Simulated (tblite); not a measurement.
C₆H₁₁FNP.
Cartesian coordinates in Å at the GFN2-xTB level; atoms count from 1:
```xyz
20
C6H11FNP angstrom
C      3.0620    0.2156    0.7546
N      1.7633   -0.3866    0.4823
P      1.0999   -0.0785   -1.0938
C      0.0846    1.4290   -0.6545
C     -1.1583    0.9740    0.1179
C     -1.4367   -0.4556   -0.2407
C     -2.7544   -1.0687    0.0923
C     -0.4132   -1.0691   -0.8265
F     -0.4418   -2.3641   -1.2160
H      3.0151    1.2738    0.4996
H      3.8886   -0.2356    0.1968
H      3.2709    0.1242    1.8214
H      1.8107   -1.3911    0.6397
H     -0.2043    1.9031   -1.5959
H      0.6842    2.1438   -0.0908
H     -0.9835    1.0381    1.1949
H     -2.0186    1.6056   -0.1139
H     -2.9513   -0.9722    1.1595
H     -2.7705   -2.1208   -0.1791
H     -3.5520   -0.5542   -0.4433
```

Level: GFN2-xTB in tblite, geometry and Hessian alike; calculated harmonic values, unscaled, isolated species. The method is semi-empirical: single wavenumbers can be off by several per cent or more. One conformer, not necessarily the lowest.

Harmonic wavenumbers (cm⁻¹): 55.8, 91.9, 109.0, 119.3, 155.8, 173.7, 238.1, 256.8, 283.7, 331.9, 360.6, 454.9, 501.7, 528.6, 645.7, 679.0, 683.6, 766.2, 783.6, 903.4, 927.9, 1018.3, 1029.0, 1046.7, 1063.7, 1086.9, 1114.3, 1118.1, 1126.2, 1172.4, 1230.4, 1250.0, 1313.8, 1319.7, 1398.1, 1415.1, 1436.7, 1464.2, 1470.7, 1473.8, 1486.0, 1493.5, 1698.4, 2928.8, 2945.6, 2961.0, 2971.7, 2987.3, 2992.0, 3000.1, 3013.8, 3014.1, 3053.0, 3321.1.

A = 2156, B = 1029, C = 852.0 MHz; mass 147.061 u (most abundant isotopes); point group C1, symmetry number 1.

Problem. Zero-point energy?

Solution. Half the sum of the wavenumbers: 35233 cm⁻¹ = 100.74 kcal/mol.

Problem. Give the ideal-gas entropy at 298.15 K and 1 bar in the rigid-rotor, harmonic-oscillator model (classical rotation).

Solution. Translation 40.89, rotation 29.52, vibration 31.62: S = 102.0 cal/(mol K).

Problem. And Cp and H(298.15 K) − H(0)?

Solution. Cp = 40.76 cal/(mol K), of which vibrations give 32.81 (their classical limit is 54 R = 107.3); H(298.15 K) − H(0) = 7.43 kcal/mol without the zero-point energy, 5.06 from vibrations.

Problem. What must be added to the electronic energy to get the Gibbs energy at 298.15 K and 1 bar?

Solution. ZPE + [H(298.15 K) − H(0)] − T·S = 100.74 + 7.43 − 30.42 = 77.75 kcal/mol.

Problem. Which modes carry the vibrational entropy at 298.15 K?

Solution. 55.8 cm⁻¹: 4.60; 91.9 cm⁻¹: 3.62; 109.0 cm⁻¹: 3.29; 119.3 cm⁻¹: 3.11; 155.8 cm⁻¹: 2.60; 173.7 cm⁻¹: 2.40 cal/(mol K); the other 48 give 12.01 together.

Problem. Blend soft modes into free rotors: weight 1/[1 + (100 cm⁻¹/ν̃)⁴] for the oscillator and the rest for a rotor with moment μB/(μ + B), μ = h/(8π²ν), B = 10⁻⁴⁴ kg m². What vibrational entropy results?

Solution. 29.79 cal/(mol K) in place of 31.62, which changes −T·S at 298.15 K by +0.54 kcal/mol.

Problem. How do the functions run with temperature in this model?

Solution. 
```tsv
T (K)	S (cal/(mol K))	Cp (cal/(mol K))	H − H(0) (kcal/mol)	G − H(0) (kcal/mol)	ln q(vib)
50	58.9	13.5	0.49	-2.45	0.40
100	70.5	20.4	1.35	-5.70	1.63
373.15	112.0	48.4	10.77	-31.03	9.51
500	127.8	59.8	17.66	-46.25	13.05
750	155.4	75.9	34.78	-81.75	19.73
1000	178.8	86.5	55.17	-123.59	25.92
```

q(vib) and H(0) count from the zero-point level.

Hindered rotation and anharmonicity are outside this model. Other conformers, if any are populated, would add a mixing term that is left out. The structure is chiral; the term R ln 2 for an equal mix with its mirror image is left out.

Run on one thread of an Arm Neoverse N1, no GPU, shared host. This covers the Hessian and the dipole derivatives.
